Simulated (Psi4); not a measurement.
C₃H₇O (SMILES C[C](C)O), doublet (typed; the unrestricted solution is spin-contaminated), at a GFN2-xTB geometry, with bond 7-5 at 3.0 times its length; HF/6-31G* (Psi4 1.11).

Input for Psi4:
```
memory 2 GB

molecule mol {
0 2
O     0.006033    1.399451    0.105213
C    -0.010526    0.017375    0.172694
H     0.916916    1.708660    0.146016
C    -1.341028   -0.598369   -0.069271
C     1.245830   -0.727813   -0.109824
H    -1.499287   -0.833974   -1.129629
H     1.974672   -0.779950   -3.327866
H    -2.119394    0.093631    0.240890
H     2.093956   -0.279398    0.411106
H    -1.439535   -1.527007    0.491629
H     1.144644   -1.759483    0.219189
}

set {
  basis 6-31g*
  reference uhf
  stability_analysis follow
  scf_type pk
}

energy('scf')
print_variables()
```

It wrote (shortened):

```
   => Loading Basis Set <=

    Name: 6-31G*
    Role: ORBITAL
    Keyword: BASIS

         ---------------------------------------------------------
                                   SCF
               by Justin Turney, Rob Parrish, Andy Simmonett
                          and Daniel G. A. Smith
                              UHF Reference
         ---------------------------------------------------------

  ==> Geometry <==

    Molecular point group: c1
    Full point group: C1

    Geometry (in Angstrom), charge = 0, multiplicity = 2:

       Center              X                  Y                   Z               Mass
    ------------   -----------------  -----------------  -----------------  -----------------
         O            0.007588138814     1.343998294708     0.128340597289    15.994914619570
         C           -0.008970861186    -0.038077705292     0.195821597289    12.000000000000
         H            0.918471138814     1.653207294708     0.169143597289     1.007825032230
         C           -1.339472861186    -0.653821705292    -0.046143402711    12.000000000000
         C            1.247385138814    -0.783265705292    -0.086696402711    12.000000000000
         H           -1.497731861186    -0.889426705292    -1.106501402711     1.007825032230
         H            1.976227138814    -0.835402705292    -3.304738402711     1.007825032230
         H           -2.117838861186     0.038178294708     0.264017597289     1.007825032230
         H            2.095511138814    -0.334850705292     0.434233597289     1.007825032230
         H           -1.437979861186    -1.582459705292     0.514756597289     1.007825032230
         H            1.146199138814    -1.814935705292     0.242316597289     1.007825032230

  Running in c1 symmetry.

  Rotational constants: A =      0.26136  B =      0.23272  C =      0.14933 [cm^-1]
  Rotational constants: A =   7835.25649  B =   6976.71931  C =   4476.71969 [MHz]
  Nuclear repulsion =  121.852527103502297

  Charge       = 0
  Multiplicity = 2
  Electrons    = 33
  Nalpha       = 17
  Nbeta        = 16

  ==> Algorithm <==

  SCF Algorithm Type is PK.
  DIIS enabled.
  MOM disabled.
  Fractional occupation disabled.
  Guess Type is SAD.
  Energy threshold   = 1.00e-06
  Density threshold  = 1.00e-06
  Integral threshold = 1.00e-12

  ==> Primary Basis <==

  Basis Set: 6-31G*
    Blend: 6-31G*
    Number of shells: 38
    Number of basis functions: 74
    Number of Cartesian functions: 74
    Spherical Harmonics?: false
    Max angular momentum: 2

  ==> Integral Setup <==

  Using in-core PK algorithm.
   Calculation information:
      Number of atoms:                  11
      Number of AO shells:              38
      Number of primitives:             88
      Number of atomic orbitals:        74
      Number of basis functions:        74

      Integral cutoff                 1.00e-12
      Number of threads:                 1

  Performing in-core PK
  Using 7703400 doubles for integral storage.
  We computed 261156 shell quartets total.
  Whereas there are 274911 unique shell quartets.

  ==> DiskJK: Disk-Based J/K Matrices <==

    J tasked:                  Yes
    K tasked:                  Yes
    wK tasked:                  No
    Schwarz Cutoff:          1E-12

  Minimum eigenvalue in the overlap matrix is 6.1781676158E-03.
  Reciprocal condition number of the overlap matrix is 9.2507369738E-04.
    Using symmetric orthogonalization.

  ==> Pre-Iterations <==

  SCF Guess: Superposition of Atomic Densities via on-the-fly atomic UHF (no occupation information).

   -------------------------
    Irrep   Nso     Nmo
   -------------------------
     A         74      74
   -------------------------
    Total      74      74
   -------------------------

  ==> Iterations <==

                        Total Energy        Delta E     RMS |[F,P]|

   @UHF iter SAD:  -191.19576525243474   -1.91196e+02   0.00000e+00
[...]
   @UHF iter   9:  -192.37648191961534    3.50057e-05   2.81284e-05 DIIS
   @UHF iter  10:  -192.37642927701572    5.26426e-05   8.54417e-06 DIIS
   @UHF iter  11:  -192.37642785444373    1.42257e-06   2.90687e-06 DIIS
   @UHF iter  12:  -192.37642788906609   -3.46224e-08   9.90784e-07 DIIS
  Energy and wave function converged.

    Negative totally symmetric eigenvalue detected: -0.062125
    Wavefunction unstable!
    Lowest UHF->UHF stability eigenvalues:
       A -0.062125

    Rotating orbitals by 0.5 * pi / 2 radians along unstable eigenvector.
    Running SCF again with the rotated orbitals.
   @UHF iter  13:  -192.08635862258657   -1.92086e+02   5.01414e-03 DIIS/ADIIS
   @UHF iter  14:  -192.33049516249571   -2.44137e-01   2.50250e-03 DIIS/ADIIS
   @UHF iter  15:  -192.36919549898766   -3.87003e-02   9.63014e-04 DIIS/ADIIS
   @UHF iter  16:  -192.38142296150599   -1.22275e-02   4.26464e-04 DIIS/ADIIS
   @UHF iter  17:  -192.38446014963642   -3.03719e-03   2.50682e-04 DIIS/ADIIS
   @UHF iter  18:  -192.38553860377675   -1.07845e-03   1.58357e-04 DIIS/ADIIS
   @UHF iter  19:  -192.38607019019616   -5.31586e-04   6.97594e-05 DIIS
   @UHF iter  20:  -192.38617408925052   -1.03899e-04   2.83403e-05 DIIS
   @UHF iter  21:  -192.38618908799870   -1.49987e-05   1.14383e-05 DIIS
   @UHF iter  22:  -192.38619104748574   -1.95949e-06   4.65527e-06 DIIS
   @UHF iter  23:  -192.38619132862317   -2.81137e-07   1.66733e-06 DIIS
   @UHF iter  24:  -192.38619135800946   -2.93863e-08   6.85430e-07 DIIS
    Wavefunction stable under totally symmetric rotations.
    Lowest totally symmetric eigenvalue: 0.100773
    Lowest UHF->UHF stability eigenvalues:
       A 0.100773

    Stability analysis over.

  ==> Post-Iterations <==

   @Spin Contamination Metric:   5.288113180E-01
   @S^2 Expected:                7.500000000E-01
   @S^2 Observed:                1.278811318E+00
   @S   Expected:                5.000000000E-01
   @S   Observed:                5.000000000E-01

    Orbital Energies [Eh]
    ---------------------

    Alpha Occupied:

[...]
    Alpha Virtual:

[...]
    Beta Occupied:

[...]
      16A     -0.324636

    Beta Virtual:

[...]
      74A      4.851784

    Final Occupation by Irrep:
              A
    DOCC [    16 ]
    SOCC [     1 ]
    NA   [    17 ]
    NB   [    16 ]

  @UHF Final Energy:  -192.38619135800946

   => Energetics <=

    Nuclear Repulsion Energy =            121.8525271035022968
    One-Electron Energy =                -502.3500483912827690
    Two-Electron Energy =                 188.1113299297710455
    Total Energy =                       -192.3861913580094551

  UHF NO Occupations:
  HONO-2 :   15  A 1.9976589
  HONO-1 :   16  A 1.6939632
  HONO-0 :   17  A 1.0000000
  LUNO+0 :   18  A 0.3060368
  LUNO+1 :   19  A 0.0023411
  LUNO+2 :   20  A 0.0007695
  LUNO+3 :   21  A 0.0006101

Computation Completed

Properties will be evaluated at   0.000000,   0.000000,   0.000000 [a0]

Properties computed using the SCF density matrix

 Multipole Moments:

 ------------------------------------------------------------------------------------
     Multipole            Electronic (a.u.)      Nuclear  (a.u.)        Total (a.u.)
 ------------------------------------------------------------------------------------

 L = 1.  Multiply by 2.5417464519 to convert [e a0] to [Debye]
 Dipole X            :         -0.7707384            1.0151828            0.2444443
 Dipole Y            :          3.3468381           -3.5237615           -0.1769234
 Dipole Z            :          2.8365417           -2.6118968            0.2246448
 Magnitude           :                                                    0.3761917

 ------------------------------------------------------------------------------------

  Variable Map:
  ----------------------------------------------------------------------------
[...]
  Array Variable Map:
  ----------------------------------------------------------------------------
[...]
[...]
```
